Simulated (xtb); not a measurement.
CaCl2 (SMILES [Cl][Ca][Cl]), singlet, from a rough starting geometry (GFN-xTB shapes and energies of metal compounds can be far from the true ones); GFN2-xTB in xtb 6.7.1.

xtb was given this input:
```
$ xtb mol.xyz --gfn 2 --opt vtight --json

# file mol.xyz
3

Ca    -0.00445668    -0.01911759    -0.01378825
Cl     1.67585096     0.40755453    -1.65252080
Cl    -1.66519482    -0.34763362     1.58318142
```

Task: Write the output that xtb gives for this input, abridged.

Result: 
```
   ID    Z sym.   atoms
    1   20 Ca     1
    2   17 Cl     2, 3

           -------------------------------------------------
          |                Calculation Setup                |
           -------------------------------------------------

           -------------------------------------------------
          |                 G F N 2 - x T B                 |
           -------------------------------------------------

          ...................................................
          :                      SETUP                      :
          :.................................................:
          :  # basis functions                  30          :
          :  # atomic orbitals                  27          :
          :  # shells                            9          :
          :  # electrons                        16          :
          :  max. iterations                   250          :
          :  Hamiltonian                  GFN2-xTB          :
          :  restarted?                      false          :
          :  GBSA solvation                  false          :
          :  PC potential                    false          :
          :  electronic temp.          300.0000000     K    :
          :  accuracy                    1.0000000          :
          :  -> integral cutoff          0.2500000E+02      :
          :  -> integral neglect         0.1000000E-07      :
          :  -> SCF convergence          0.1000000E-05 Eh   :
          :  -> wf. convergence          0.1000000E-03 e    :
          :  Broyden damping             0.4000000          :
          :  net charge                          0          :
          :  unpaired electrons                  0          :
          ...................................................

 iter      E             dE          RMSdq      gap      omega  full diag
   1     -9.1840079 -0.918401E+01  0.108E+01    1.76       0.0  T
   2     -9.3410603 -0.157052E+00  0.148E+01    6.78       1.0  T
   3     -9.5354570 -0.194397E+00  0.142E+01    4.24       1.0  T
   4     -9.5288510  0.660602E-02  0.150E+01    4.31       1.0  T
   5     -9.5938005 -0.649495E-01  0.979E+00    1.85       1.0  T
   6     -9.5399529  0.538476E-01  0.135E+01    1.67       1.0  T
   7     -9.6152312 -0.752783E-01  0.857E+00    1.95       1.0  T
   8     -9.6580033 -0.427721E-01  0.295E+00    2.35       1.0  T
   9     -9.6588194 -0.816058E-03  0.220E+00    2.37       1.0  T
[...]
 * total energy  :    -9.6551488 Eh     change       -0.1642212E-03 Eh
 * total energy  :    -9.6553428 Eh     change       -0.1939672E-03 Eh
 * total energy  :    -9.6555567 Eh     change       -0.2139744E-03 Eh
 * total energy  :    -9.6557807 Eh     change       -0.2240080E-03 Eh
 * total energy  :    -9.6560063 Eh     change       -0.2255345E-03 Eh
 * total energy  :    -9.6571925 Eh     change       -0.1186185E-02 Eh
 * total energy  :    -9.6569221 Eh     change        0.2703560E-03 Eh
 * total energy  :    -9.6580652 Eh     change       -0.1143103E-02 Eh
 * total energy  :    -9.6581610 Eh     change       -0.9582170E-04 Eh
 * total energy  :    -9.6581690 Eh     change       -0.8002803E-05 Eh
 * total energy  :    -9.6581695 Eh     change       -0.4327899E-06 Eh
 * total energy  :    -9.6581695 Eh     change       -0.4006795E-08 Eh
   *** GEOMETRY OPTIMIZATION CONVERGED AFTER 19 ITERATIONS ***
         :: total energy              -9.658169475914 Eh    ::
[...]
        17                          0.0435552               1.1852
        18                          0.0453273               1.2334
        19                          0.0462070               1.2574
       ...                                ...                  ...
        27                          0.4806556              13.0793
      -------------------------------------------------------------
                  HL-Gap            0.0889836 Eh            2.4214 eV
             Fermi-level           -0.3731352 Eh          -10.1535 eV

     #   Z          covCN         q      C6AA      α(0)
     1  20 Ca       1.392     0.652   271.845    48.977
     2  17 Cl       0.696    -0.326   109.210    15.983
     3  17 Cl       0.696    -0.326   109.210    15.983

 Mol. C6AA /au·bohr⁶  :       1301.607860
 Mol. C8AA /au·bohr⁸  :     106003.842710
 Mol. α(0) /au        :         80.943131

Wiberg/Mayer (AO) data.
largest (>0.10) Wiberg bond orders for each atom

 ---------------------------------------------------------------------------
     #   Z sym  total        # sym  WBO       # sym  WBO       # sym  WBO
 ---------------------------------------------------------------------------
     1  20 Ca   1.947 --     3 Cl   0.974     2 Cl   0.974
     2  17 Cl   1.147 --     1 Ca   0.974     3 Cl   0.173
     3  17 Cl   1.147 --     1 Ca   0.974     2 Cl   0.173
 ---------------------------------------------------------------------------

Topologies differ in total number of bonds
Writing topology from bond orders to xtbtopo.mol

molecular dipole:
                 x           y           z       tot (Debye)
 q only:        0.407      -1.511      -0.005
   full:        0.423      -1.570      -0.005       4.132
molecular quadrupole (traceless):
                xx          xy          yy          xz          yz          zz
 q only:       -2.643      -2.317       5.145       6.619       1.937      -2.503
  q+dip:       -3.218      -2.857       6.423       6.792       1.995      -3.204
   full:       -3.331      -2.926       6.531       7.959       2.310      -3.200

optimized geometry written to: xtbopt.xyz

           -------------------------------------------------
          | TOTAL ENERGY               -9.658169475914 Eh   |
          | GRADIENT NORM               0.000008685245 Eh/α |
          | HOMO-LUMO GAP               2.421367808473 eV   |
           -------------------------------------------------

normal termination of xtb
```
